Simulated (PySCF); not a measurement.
**Spin-rotation constants: `InChI=1S/C6H9F/c7-6-3-4-1-5(6)2-4/h4-6H,1-3H2/t4-,5+,6-/m1/s1`**

Geometry (Å), atoms numbered from 1 in this order:
```xyz
16

F    -2.2738   -0.5724    0.5060
C    -1.2224    0.3162    0.4271
C    -0.7342    0.4968   -1.0255
C     0.7004   -0.0056   -0.8521
C     1.1107    0.6903    0.4561
C     0.0519   -0.2484    1.0557
C     0.4854   -1.2713   -0.0075
H    -1.5765    1.2384    0.8987
H    -1.3167   -0.1205   -1.7078
H    -0.7823    1.5333   -1.3558
H     1.3368   -0.0003   -1.7318
H     2.1204    0.4478    0.7754
H     0.9368    1.7621    0.5356
H     0.0124   -0.4907    2.1132
H    -0.2646   -1.9822   -0.3462
H     1.4082   -1.7845    0.2475
```

Level of theory: PySCF, GIAO B3LYP/pcSseg-1 magnetisability, rotational g tensor and spin-rotation constants, non-relativistic, gas phase. Geometry: GFN2-xTB.

(1) Give the nuclear spin-rotation constants along the inertial axes (H = +C I·J) beside the isotropic shieldings.

(2) How do the rotational constants and the g tensor change when H8, H9, H10, H11, H12, H13, H14, H15, H16 are replaced by deuterium?

Results:

(1) Rotational constants 4.8703, 2.5937, 2.4075 GHz. A star marks the isotopologue with that one atom substituted, in its own axes.
| atom | isotope | Caa (kHz) | Cbb (kHz) | Ccc (kHz) | mean (kHz) | σ (ppm) |
| --- | --- | --- | --- | --- | --- | --- |
| F1 | 19F | 2.955 | 1.199 | 1.569 | 1.908 | 372.4 |
| H8 | 1H | -0.412 | -0.244 | 0.132 | -0.175 | 26.4 |
| H9 | 1H | -0.394 | -0.231 | -0.048 | -0.224 | 30.1 |
| H10 | 1H | -0.548 | -0.041 | -0.133 | -0.241 | 29.8 |
| H11 | 1H | -0.163 | -0.167 | -0.193 | -0.174 | 29.5 |
| H12 | 1H | 0.012 | -0.196 | -0.288 | -0.157 | 30.2 |
| H13 | 1H | -0.567 | -0.226 | -0.007 | -0.267 | 31.0 |
| H14 | 1H | -0.518 | 0.080 | -0.240 | -0.226 | 29.3 |
| H15 | 1H | -0.232 | -0.283 | -0.081 | -0.199 | 30.3 |
| H16 | 1H | -0.179 | -0.153 | -0.227 | -0.186 | 30.1 |
| C2 | 13C* | 1.159 | 0.754 | 0.685 | 0.866 | 83.0 |
| C3 | 13C* | 0.806 | 0.541 | 0.434 | 0.594 | 140.4 |
| C4 | 13C* | 0.836 | 0.520 | 0.429 | 0.595 | 141.1 |
| C5 | 13C* | 0.986 | 0.444 | 0.415 | 0.615 | 141.9 |
| C6 | 13C* | 1.026 | 0.454 | 0.481 | 0.654 | 133.7 |
| C7 | 13C* | 0.835 | 0.449 | 0.461 | 0.582 | 144.3 |

For the geometry as given, no vibrational averaging.

(2) Constants 3.7753, 2.2484, 2.0945 GHz; g -0.0131, -0.0126, -0.0074, against -0.0161, -0.0146, -0.0084 before.
